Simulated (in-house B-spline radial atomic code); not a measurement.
Values are calculated unless marked as measured or tabulated.
## Stopping and range of 5 keV Ni in InSb

The pair potential comes from two frozen, spherical free-atom densities (PBE, B-spline radial code, scalar-relativistic past argon): electrostatics plus the change in Thomas-Fermi kinetic and Dirac exchange energy where they overlap, the recipe behind the universal ZBL potential, which averages such potentials (from solid-state densities) over many pairs. It is written V = (Z1 Z2 e²/r) φ(r/a), with e² = 14.3996 eV·Å and a = 0.46850 Å/(Z1^0.23 + Z2^0.23); ZBL's fit is φ = 0.18175 e^(−3.1998x) + 0.50986 e^(−0.94229x) + 0.28022 e^(−0.4029x) + 0.02817 e^(−0.20162x). Where φ falls below 4e-4 it is continued as an exponential.

The target is taken as amorphous, with density 5.77 g/cm³ (NSM archive of the Ioffe Institute); channelling is ignored. Masses: Ni 58.69, In 114.82, Sb 121.76 u. Nuclear stopping is S_n = 4π a Z1 Z2 e² M1/(M1 + M2) × s_n(ε), with s_n integrated over impact parameters for each pair. Electronic stopping is Lindhard and Scharff's S_e = Z1^(1/6) 8π e² a0 Z1 Z2/(Z1^(2/3) + Z2^(2/3))^(3/2) × v/v0, with a0 = 0.529177 Å and v = v0 at 24.801 keV/u; it misses the oscillations with Z1 seen in experiment, which reach tens of per cent. Compounds add by atom fraction.

```
target atom    a (Å)  ε at this energy  s_n, this pair  s_n, ZBL potential
         In  0.10186           0.01706           0.205              0.1994
         Sb  0.10136           0.01663           0.203              0.1977
```

Task: What are the atom density and the stopping powers at entry?

Result: N = 5.77 × 0.602214/118.29 = 0.02938 atoms/Å³. For In: S_n = 8553 × 0.205 = 1754 eV·Å², S_e = 3.5296 × √5000 = 249.6 eV·Å². For Sb: S_n = 8518 × 0.203 = 1729 eV·Å², S_e = 3.5872 × √5000 = 253.7 eV·Å². Averaged over the target's atoms (half each) and times N × 10 Å/nm, the ion loses N S_n = 512 eV/nm to recoils and N S_e = 73.9 eV/nm to electrons; the nuclear share is 87 %.

Along the track:

| E (keV) | N S_n (eV/nm) | N S_e (eV/nm) |
| --- | --- | --- |
| 0.25 | 128 | 16.5 |
| 0.75 | 228 | 28.6 |
| 1.5 | 315 | 40.5 |
| 2.5 | 391 | 52.3 |
| 3.75 | 459 | 64 |
| 5 | 512 | 73.9 |

Task: Estimate the path length and the projected range.

Result: With continuous slowing down the path is the integral of dE/(N (S_n + S_e)). Trapezoids over the table give 12.6 nm, and the stretch below the first row, with stopping taken as √E, adds 2E/(N S) = 3.5 nm: 16.1 nm in all, against 15.6 nm on a fine grid from 5 eV. Deflections shorten the depth: to first order in the energy passed on, N (S_n + S_e) dR_p/dE = 1 − N S_n (M2/M1) R_p/(2E), summed over the target's atoms, and integrating this on the fine grid gives R_p = 5.82 nm, 0.37 of the path. Lindhard's rule of thumb R/(1 + M2/3M1), with mean M2/M1 = 2.02, gives 9.31 nm; it is meant for M2/M1 below about 2. On the ZBL potential the same equation gives 5.94 nm, and the full integral equation, which keeps hard collisions, 6.09 nm.
